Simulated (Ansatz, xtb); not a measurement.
**B2Br2H4: which of two structures lies lower**

Structure I: `[BH2-]1[Br+][BH2-][Br+]1`, a singlet. Structure II: a singlet given by its coordinates. Both are isolated molecules in the gas phase, relaxed with r2SCAN-D4/def2-SVP.

I (Å):

```xyz
8

B    -0.4841    1.1983   -0.4640
B     0.5017   -1.1845    0.4805
Br   -1.3203   -0.1820    0.9188
Br    0.8433   -0.1936   -1.3683
H    -1.3228    1.5206   -1.2589
H     0.1784    1.9814    0.1589
H     1.3276   -0.7959    1.2598
H     0.2763   -2.3444    0.2731
```

II (Å):

```xyz
8

B    -0.4614    0.5060   -1.2630
B     0.2334   -0.2754    0.4748
Br   -1.2995    1.1196    0.5504
Br    0.6516    1.8264   -2.1442
H     0.3059   -0.4899   -0.8315
H    -0.1700   -1.3363    0.8681
H    -1.3056   -0.0663   -1.8940
H     1.2686    0.2276    0.8100
```

Close contacts (Å): B1–B2 2.03, B1–Br3 2.09, B1–Br4 1.94, B2–Br3 2.07, B1–H5 1.33, B1–H7 1.20, B2–H5 1.33, B2–H6 1.20, B2–H8 1.20.

Energies in hartree; the thermal terms are from r2SCAN-D4/def2-SVP harmonic frequencies (ideal gas, rigid rotor, one conformer each, 298.15 K, 1 atm) and include the zero-point energy:

```
                               I            II
E, CCSD(T)/def2-SVP  −5196.583538  −5196.597958
    E, MP2/def2-SVP  −5196.536113  −5196.551603
  E, MP2/def2-TZVPP  −5197.357219  −5197.369621
  zero-point energy      0.045350      0.046413
       H(298 K) − E      0.052140      0.052920
       G(298 K) − E      0.014581      0.015181
```

Correct the CCSD(T) difference for the basis set by the MP2 change, then work out ΔE, ΔE₀, ΔH and ΔG for I → II in kcal/mol (1 Eh = 627.51 kcal/mol) and the equilibrium ratio [II]/[I].

1. Differences II − I: CCSD(T) −0.014420, MP2 in the small set −0.015490, MP2 in the large set −0.012402 Eh.
2. ΔE = −0.014420 + (−0.012402 − (−0.015490)) = −0.011332 Eh = −7.11 kcal/mol.
3. ΔE₀ = ΔE + ΔZPE = −0.011332 + (+0.001063) Eh = −6.44 kcal/mol.
4. ΔH = ΔE + (+0.000780) Eh = −6.62 kcal/mol.
5. ΔG = ΔE + (+0.000600) Eh = −6.73 kcal/mol, so ΔS = (ΔH − ΔG)/T = +1.6 J/(mol K).
6. kT = 0.9442 mEh, so K = [II]/[I] = exp(−ΔG/kT) = exp(+11.37) ≈ 8.6 × 10^4.

Structure II is favoured at this temperature. An error of 1 kcal/mol in ΔG would change K by a factor of 5.4. Mirror images and further conformers aren't counted.

Other levels gave ΔE = −9.8 (r2SCAN-D4/def2-SVP); −6.3 (HF/def2-SVP); −9.7 (MP2/def2-SVP); −9.0 (CCSD(T)/def2-SVP) kcal/mol. The correlated steps freeze 20 core orbitals; the filled d shell of Br is correlated, in a basis made for valence electrons. Programs: Ansatz 0.2.0.
